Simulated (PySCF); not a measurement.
Ranking problems on computed properties.

Each SMILES stands for a single optimised conformer of the isolated species, non-relativistic unless stated. Electronic properties by PySCF.

The conformers computed, where there is a choice (atom-mapped SMILES and torsion angles):
- `[OH:1][SiH2:2][SH:3]`: H–O1–Si2–S3 55°, H–S3–Si2–O1 66°
- `[SiH3:1][S:2][C@@H:3]1[CH2:4][CH2:5][Se:6]1`: Si1–S2–C3–C4 70°
- `[CH3:1][C@H:2]([NH2:3])[CH2:4][CH2:5][NH2:6]`: C1–C2–C4–C5 -64°, C2–C4–C5–N6 180°, H–N3–C2–C1 -62°, H–N3–C2–C1 54°, H–N6–C5–C4 180°, H–N6–C5–C4 63°
- `[CH3:1][CH2:2][CH:3]1[CH2:4][CH2:5]1`: C1–C2–C3–C4 -82°
- `[CH3:1][NH:2][C@@H:3]([CH3:4])[CH2:5][NH2:6]`: C1–N2–C3–C4 73°, N2–C3–C5–N6 60°, H–N6–C5–C3 -50°, H–N6–C5–C3 -167°
- `[CH3:1][O:2][c:3]1[cH:4][cH:5][s:6][c:7]1[GaH2:8]`: C1–O2–C3–C4 -1°
- `[CH2:1]=[N:2][c:3]1[cH:4][cH:5][cH:6][cH:7][c:8]1[CH3:9]`: C1–N2–C3–C4 -45°
- `[CH3:1][NH:2][CH2:3][CH2:4][NH:5][CH3:6]`: C1–N2–C3–C4 179°, N2–C3–C4–N5 66°, C3–C4–N5–C6 -74°
- `[PH2:1][GeH2:2][AsH2:3]`: H–P1–Ge2–As3 48°, H–P1–Ge2–As3 -46°, H–As3–Ge2–P1 -50°, H–As3–Ge2–P1 43°
- `[CH2:1]=[CH:2][CH2:3][CH2:4][CH3:5]`: C1–C2–C3–C4 119°, C2–C3–C4–C5 179°

The conformers of `FC[C@H]1CCC[SiH2]C1` aren't listed.

Question: Rank by dipole moment, highest first (B3LYP/def2-SVPD at PBE0-D3(BJ)/def2-SVP geometries).
A. `CN[C@@H](C)CN`
B. `O[SiH2]S`
C. `C1(CC)CC1`
D. `C[C@H](N)CCN`
E. `COc1ccs[c]1[GaH2]`
F. `[SiH3]S[C@@H]1CC[Se]1`

Answer: E (2.87 D), F (2.09 D), A (1.76 D), D (1.33 D), B (0.61 D), C (0.11 D).

Question: Rank by lowest singlet excitation, highest first (TDDFT B3LYP/def2-SVPD at PBE0-D3(BJ)/def2-SVP geometries).
A. `CNCCNC`
B. `C[S][GaH2]`
C. `C=Nc1ccccc1C`
D. `[SiH3]S[C@@H]1CC[Se]1`
E. `O[SiH2]S`

Answer: E (6.02 eV), A (5.28 eV), B (4.75 eV), C (4.10 eV), D (3.72 eV).

Question: Rank by electronic spatial extent ⟨r²⟩ about the centre of nuclear charge, highest first (B3LYP/def2-SVPD at PBE0-D3(BJ)/def2-SVP geometries).
A. `C[C@H](N)CCN`
B. `C[S][GaH2]`
C. `C=NC1=CC=CC=C1C`
D. `O[SiH2]S`

Answer: C (1166 bohr²), A (843 bohr²), B (509 bohr²), D (385 bohr²).

Question: Rank by vertical ionisation energy, highest first (ΔSCF B3LYP/def2-SVPD at PBE0-D3(BJ)/def2-SVP geometries).
A. `O[SiH2]S`
B. `CN[C@@H](C)CN`
C. `CNCCNC`
D. `FC[C@H]1CCC[SiH2]C1`

Answer: A (10.06 eV), D (9.66 eV), B (8.27 eV), C (7.83 eV).

Question: Rank by lowest triplet excitation (Tamm–Dancoff), lowest first (TDA B3LYP/def2-SVPD at PBE0-D3(BJ)/def2-SVP geometries).
A. `COc1ccs[c]1[GaH2]`
B. `C[C@H](N)CCN`
C. `O[SiH2]S`
D. `CNCCNC`
E. `CCC1CC1`
F. `C[S][GaH2]`
G. `CN[C@@H](C)CN`
H. `C1C[SiH2]C[C@@H](CF)C1`

Answer: A (2.95 eV), F (3.85 eV), D (5.14 eV), G (5.48 eV), C (5.62 eV), B (5.82 eV), H (7.03 eV), E (7.31 eV).

Question: Rank by smallest rotational constant, lowest first (PBE0-D3(BJ)/def2-SVP).
A. `C=CCCC`
B. `COc1ccs[c]1[GaH2]`
C. `[PH2][GeH2][AsH2]`
D. `O[SiH2]S`

Answer: B (0.600 GHz), C (1.037 GHz), A (2.089 GHz), D (3.346 GHz).

Q: By how much do the two ends of that ranking differ?

A: By 2.746 GHz, between `O[SiH2]S` and `COc1ccs[c]1[GaH2]`.
